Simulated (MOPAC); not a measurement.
Input file for MOPAC: AM1 on H2PbS (SMILES [SH][PbH]), a point of a torsion scan.

```
AM1 1SCF PRECISE CHARGE=0 THREADS=1
H2PbS

S     -1.39356436 1     0.66149530 1     0.19646922 1
Pb     1.17861146 1     0.73868585 1    -0.06275783 1
H     -1.54300885 1    -0.57888935 1    -0.24192846 1
H      1.17450065 1     1.37146055 1    -1.79980601 1
```

The log:

```
*******************************************************************************
 **                                                                           **
 **                              MOPAC v23.2.5                                **
 **                                                                           **
 *******************************************************************************
 ** MOPAC's Digital Object Identifier: https://doi.org/10.5281/zenodo.6511958 **
 **                                                                           **
 ** Please cite the open-source release paper for use of this MOPAC version:  **
 ** J. E. Moussa and J. J. P. Stewart (2026)                                  **
 ** MOPAC: An open-source semiempirical molecular orbital program             **
 ** J. Open Source Softw., 11(119), 8025, https://doi.org/10.21105/joss.08025 **
 *******************************************************************************

                              AM1 CALCULATION RESULTS

 *******************************************************************************
 *  AM1        - The AM1 Hamiltonian to be used
 *
 *
 *
 *                 CHARGE ON SYSTEM = 0
 *
 *
 *
 *  PRECISE    - TIGHTER CRITERIA TO BE USED
 *  1SCF       - DO 1 SCF AND THEN STOP
 *  THREADS=1  - MULTI-THREADING NOT USED
 *  T=         - A TIME OF 172800.0 SECONDS REQUESTED
 *  DUMP=N     - RESTART FILE WRITTEN EVERY 7200.0 SECONDS REQUESTED
 *******************************************************************************
AM1 1SCF PRECISE CHARGE=0 THREADS=1
 H2PbS

   ATOM   CHEMICAL          X               Y               Z
  NUMBER   SYMBOL      (ANGSTROMS)     (ANGSTROMS)     (ANGSTROMS)

     1       S         -1.39356436  *   0.66149530  *   0.19646922  *
     2      Pb          1.17861146  *   0.73868585  *  -0.06275783  *
     3       H         -1.54300885  *  -0.57888935  *  -0.24192846  *
     4       H          1.17450065  *   1.37146055  *  -1.79980601  *



          CARTESIAN COORDINATES

    NO.       ATOM           X           Y           Z

     1         S         -1.3936      0.6615      0.1965
     2        Pb          1.1786      0.7387     -0.0628
     3         H         -1.5430     -0.5789     -0.2419
     4         H          1.1745      1.3715     -1.7998

  H: (AM1): M.J.S. DEWAR ET AL, J. AM. CHEM. SOC. 107 3902-3909 (1985)
  S: (AM1): M.J.S. DEWAR, Y-C YUAN, INORGANIC CHEMISTRY, 29, 3881:3890,  (1990)
 Pb: (AM1): J. J. P. STEWART, J. MOL. MOD., 10, 155-164 (2004)

           Empirical Formula: H2 S Pb  =     4 atoms



      MOLECULAR POINT GROUP   :   C1


      RHF CALCULATION, NO. OF DOUBLY OCCUPIED LEVELS = 6


 -------------------------------------------------------------------------------
 AM1 1SCF PRECISE CHARGE=0 THREADS=1
 H2PbS



     1SCF WAS SPECIFIED, SO BFGS WAS NOT USED
     SCF FIELD WAS ACHIEVED


                              AM1 CALCULATION
                                                       MOPAC v23.2.5 Linux




          FINAL HEAT OF FORMATION =         43.31659 KCAL/MOL =     181.23663 KJ/MOL


          COSMO AREA              =        103.53 SQUARE ANGSTROMS
          COSMO VOLUME            =         90.49 CUBIC ANGSTROMS

          IONIZATION POTENTIAL    =          8.692662 EV
          HOMO LUMO ENERGIES (EV) =         -8.693 -2.433
          NO. OF FILLED LEVELS    =          6
          MOLECULAR WEIGHT        =        241.2758         POINT GROUP:  C1

          MOLECULAR DIMENSIONS (Angstroms)

            Atom       Atom       Distance
            H     4    H     3     3.68995
           Pb     2    S     1     1.58399
            S     1    H     3     1.07129


          SCF CALCULATIONS        =          1





   ATOM   CHEMICAL          X               Y               Z
  NUMBER   SYMBOL      (ANGSTROMS)     (ANGSTROMS)     (ANGSTROMS)

     1       S         -1.39356436  *   0.66149530  *   0.19646922  *
     2      Pb          1.17861146  *   0.73868585  *  -0.06275783  *
     3       H         -1.54300885  *  -0.57888935  *  -0.24192846  *
     4       H          1.17450065  *   1.37146055  *  -1.79980601  *

                             CARTESIAN COORDINATES

   1    S       -1.393564360     0.661495300     0.196469220
   2   Pb        1.178611460     0.738685850    -0.062757830
   3    H       -1.543008850    -0.578889350    -0.241928460
   4    H        1.174500650     1.371460550    -1.799806010


           Empirical Formula: H2 S Pb  =     4 atoms



      MOLECULAR POINT GROUP   :   C1


                  EIGENVALUES
 -19.55724 -17.52820 -13.02640 -10.60110  -9.88635  -8.69266  -2.43344  -1.84736
   0.74506   1.78595


              NET ATOMIC CHARGES AND DIPOLE CONTRIBUTIONS

  ATOM NO.   TYPE          CHARGE      No. of ELECS.   s-Pop       p-Pop
    1          S          -0.462303        6.4623     1.91102     4.55128
    2         Pb           0.619644        3.3804     1.91284     1.46752
    3          H           0.105829        0.8942     0.89417
    4          H          -0.263170        1.2632     1.26317
 DIPOLE           X         Y         Z       TOTAL
 POINT-CHG.     4.333    -1.298     1.529     4.775
 HYBRID        -1.175    -0.353    -1.825     2.199
 SUM            3.159    -1.651    -0.296     3.576


          ATOMIC ORBITAL ELECTRON POPULATIONS

     Atom    s        px        py        pz
    1  S   1.91102   1.46659   1.22303   1.86166
    2 Pb   1.91284   0.61325   0.14267   0.71160
    3  H   0.89417
    4  H   1.26317

 **********************
 *                    *
 * JOB ENDED NORMALLY *
 *                    *
 **********************




 == MOPAC DONE ==
```

The run finished.

Cost: very roughly 0.04 core-seconds.
